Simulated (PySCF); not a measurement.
**Basis and Hamiltonian dependence of the ionisation energy of B⁺**

B⁺ [He] 2s2 (1S) → B²⁺ [He] 2s1 (2S). Calculated with PySCF 2.14 from differences of total energies of unrestricted determinants, without spin-orbit coupling. Values in eV.

```json
{"basis": "x2c-SVPall", "Hamiltonian": "spin-free X2C", "functions": "14", "UHF": "23.267", "LDA": "n/a", "PBE0": "n/a", "MP2 (valence)": "24.161", "CCSD(T) (valence)": "24.880", "CCSD(T) (valence and next inner shell)": "n/a"}
{"basis": "def2-SVP", "Hamiltonian": "non-relativistic", "functions": "14", "UHF": "23.260", "LDA": "n/a", "PBE0": "24.441", "MP2 (valence)": "24.154", "CCSD(T) (valence)": "24.874", "CCSD(T) (valence and next inner shell)": "n/a"}
{"basis": "jorge-DZP-DKH", "Hamiltonian": "spin-free X2C", "functions": "15", "UHF": "23.437", "LDA": "24.537", "PBE0": "n/a", "MP2 (valence)": "24.341", "CCSD(T) (valence)": "25.048", "CCSD(T) (valence and next inner shell)": "n/a"}
{"basis": "Sapporo-DZP-2012", "Hamiltonian": "spin-free X2C", "functions": "18", "UHF": "23.441", "LDA": "n/a", "PBE0": "n/a", "MP2 (valence)": "24.349", "CCSD(T) (valence)": "25.054", "CCSD(T) (valence and next inner shell)": "n/a"}
{"basis": "ANO-RCC-VTZP", "Hamiltonian": "spin-free X2C", "functions": "30", "UHF": "23.455", "LDA": "24.559", "PBE0": "24.572", "MP2 (valence)": "24.431", "CCSD(T) (valence)": "25.093", "CCSD(T) (valence and next inner shell)": "25.100"}
{"basis": "def2-TZVP", "Hamiltonian": "non-relativistic", "functions": "31", "UHF": "23.441", "LDA": "n/a", "PBE0": "n/a", "MP2 (valence)": "24.405", "CCSD(T) (valence)": "25.059", "CCSD(T) (valence and next inner shell)": "n/a"}
{"basis": "dyall-av2z", "Hamiltonian": "non-relativistic", "functions": "42", "UHF": "23.437", "LDA": "24.548", "PBE0": "24.567", "MP2 (valence)": "24.398", "CCSD(T) (valence)": "25.084", "CCSD(T) (valence and next inner shell)": "n/a"}
{"basis": "aug-cc-pVTZ with one added diffuse shell each of s, p, d, f type", "Hamiltonian": "non-relativistic", "functions": "62", "UHF": "23.443", "LDA": "24.547", "PBE0": "24.556", "MP2 (valence)": "24.423", "CCSD(T) (valence)": "25.070", "CCSD(T) (valence and next inner shell)": "n/a"}
{"basis": "dyall-v3z with one added diffuse shell each of s, p, d type", "Hamiltonian": "spin-free X2C", "functions": "64", "UHF": "23.449", "LDA": "n/a", "PBE0": "n/a", "MP2 (valence)": "24.473", "CCSD(T) (valence)": "25.109", "CCSD(T) (valence and next inner shell)": "n/a"}
{"basis": "x2c-QZVPPall with one added diffuse shell each of s, p, d, f type", "Hamiltonian": "spin-free X2C", "functions": "73", "UHF": "23.449", "LDA": "24.560", "PBE0": "24.567", "MP2 (valence)": "24.473", "CCSD(T) (valence)": "25.100", "CCSD(T) (valence and next inner shell)": "25.103"}
{"basis": "dyall-acv3z", "Hamiltonian": "spin-free X2C", "functions": "76", "UHF": "23.449", "LDA": "24.560", "PBE0": "24.568", "MP2 (valence)": "24.474", "CCSD(T) (valence)": "25.109", "CCSD(T) (valence and next inner shell)": "25.137"}
{"basis": "aug-cc-pwCVQZ", "Hamiltonian": "non-relativistic", "functions": "109", "UHF": "23.443", "LDA": "24.554", "PBE0": "24.561", "MP2 (valence)": "24.489", "CCSD(T) (valence)": "n/a", "CCSD(T) (valence and next inner shell)": "25.142"}
{"basis": "aug-cc-pCVQZ-DK", "Hamiltonian": "spin-free X2C", "functions": "109", "UHF": "23.449", "LDA": "24.560", "PBE0": "24.567", "MP2 (valence)": "24.492", "CCSD(T) (valence)": "n/a", "CCSD(T) (valence and next inner shell)": "n/a"}
```

Estimate the row for aug-cc-pwCVDZ (non-relativistic, 27 functions).

From the rows with the same Hamiltonian and similar size; the calculation gives UHF 23.44; LDA 24.55; PBE0 24.56; MP2 (valence) 24.37; CCSD(T) (valence) 25.07; CCSD(T) (valence and next inner shell) 25.07 (eV).

Frozen in the all-electron rows: valence: 1s2; valence and next inner shell: nothing.

Reference for a calculation without spin-orbit coupling: 25.155 eV (measured, between term centres; NIST).
